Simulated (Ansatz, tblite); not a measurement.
Removing and adding an electron: SnPhH3 (C6H8Sn). Charge 0, multiplicity 1. Geometry: r2SCAN-D4/def2-SVP. Ansatz, gas phase; energy differences of separate SCF runs; the oxidised species was run as a doublet alone; the reduced species was run as a doublet alone.

Cartesian coordinates in Å:
```
Sn 0.218 1.630 2.101
C 0.050 0.319 0.405
C 0.473 -1.018 0.489
C 0.350 -1.877 -0.609
C -0.196 -1.407 -1.808
C -0.618 -0.078 -1.905
C -0.495 0.779 -0.806
H 0.908 -1.403 1.418
H 0.685 -2.915 -0.529
H -0.292 -2.078 -2.667
H -1.044 0.295 -2.842
H -0.826 1.819 -0.904
H 0.495 3.228 1.549
H 1.518 1.102 3.084
H -1.227 1.605 3.025
```

In the def2 sets Sn takes a core potential; there is no spin–orbit coupling. The xTB rows come from tblite. Correlated methods freeze 10 core orbitals; core or outer-core shells of Sn are correlated, in sets that lack core-valence functions. The rows differ in basis, and correlated rows in double-zeta sets carry the largest basis error. In CCSD on the charge 1 doublet the largest single amplitude is 0.16, so its Hartree–Fock determinant may place the open shell otherwise than the density functionals do. HOMO above LUMO, or a gap near zero within one spin, warns that the state may not be the lowest or that an electron is smeared out.

```json
{"level": "GFN1-xTB", "−HOMO (eV)": "11.71", "vertical IE (eV)": "14.28", "−LUMO (eV)": "7.26", "vertical EA (eV)": "4.49", "HOMO–LUMO gap (eV)": "4.44", "IE − EA (eV)": "9.79", "remarks": "–"}
{"level": "GFN2-xTB", "−HOMO (eV)": "11.00", "vertical IE (eV)": "13.50", "−LUMO (eV)": "6.51", "vertical EA (eV)": "3.72", "HOMO–LUMO gap (eV)": "4.48", "IE − EA (eV)": "9.78", "remarks": "–"}
{"level": "PBE-D4/def2-TZVP", "−HOMO (eV)": "6.37", "vertical IE (eV)": "8.93", "−LUMO (eV)": "1.48", "vertical EA (eV)": "–", "HOMO–LUMO gap (eV)": "4.88", "IE − EA (eV)": "–", "remarks": "–"}
{"level": "PBE-D4/def2-TZVPD", "−HOMO (eV)": "6.39", "vertical IE (eV)": "–", "−LUMO (eV)": "1.53", "vertical EA (eV)": "-0.54", "HOMO–LUMO gap (eV)": "4.86", "IE − EA (eV)": "–", "remarks": "HOMO above zero (-1 doublet), gap within one spin near zero (-1 doublet)"}
{"level": "revPBE-D4/def2-TZVP", "−HOMO (eV)": "6.30", "vertical IE (eV)": "8.94", "−LUMO (eV)": "1.40", "vertical EA (eV)": "–", "HOMO–LUMO gap (eV)": "4.90", "IE − EA (eV)": "–", "remarks": "–"}
{"level": "revPBE-D4/def2-TZVPD", "−HOMO (eV)": "6.33", "vertical IE (eV)": "–", "−LUMO (eV)": "1.44", "vertical EA (eV)": "-0.50", "HOMO–LUMO gap (eV)": "4.88", "IE − EA (eV)": "–", "remarks": "HOMO above zero (-1 doublet), gap within one spin near zero (-1 doublet)"}
{"level": "PBE0-D4/def2-TZVP", "−HOMO (eV)": "7.33", "vertical IE (eV)": "9.05", "−LUMO (eV)": "0.59", "vertical EA (eV)": "–", "HOMO–LUMO gap (eV)": "6.73", "IE − EA (eV)": "–", "remarks": "–"}
{"level": "MP2/def2-SVP", "−HOMO (eV)": "–", "vertical IE (eV)": "9.47", "−LUMO (eV)": "–", "vertical EA (eV)": "–", "HOMO–LUMO gap (eV)": "–", "IE − EA (eV)": "–", "remarks": "restricted SCF unstable (singlet), spin-contaminated (⟨S²⟩ 0.87) (+1 doublet)"}
{"level": "CCSD/def2-SVP", "−HOMO (eV)": "–", "vertical IE (eV)": "9.00", "−LUMO (eV)": "–", "vertical EA (eV)": "–", "HOMO–LUMO gap (eV)": "–", "IE − EA (eV)": "–", "remarks": "restricted SCF unstable (singlet), spin-contaminated (⟨S²⟩ 0.87) (+1 doublet)"}
{"level": "CCSD(T)/def2-SVP", "−HOMO (eV)": "–", "vertical IE (eV)": "9.07", "−LUMO (eV)": "–", "vertical EA (eV)": "–", "HOMO–LUMO gap (eV)": "–", "IE − EA (eV)": "–", "remarks": "restricted SCF unstable (singlet), spin-contaminated (⟨S²⟩ 0.87) (+1 doublet)"}
```

Run but left out: HF/def2-SVP (singlet: restricted singlet, unstable towards broken spin symmetry).   A HOMO above zero means that the electron is unbound at that level or that self-interaction error raises the level; the energy of removing that electron tells which. Raw xTB energy differences between charge states are shifted by several eV; the methods need an empirical correction for them. A negative affinity means that the extra electron isn't bound; its size then hangs on the basis.
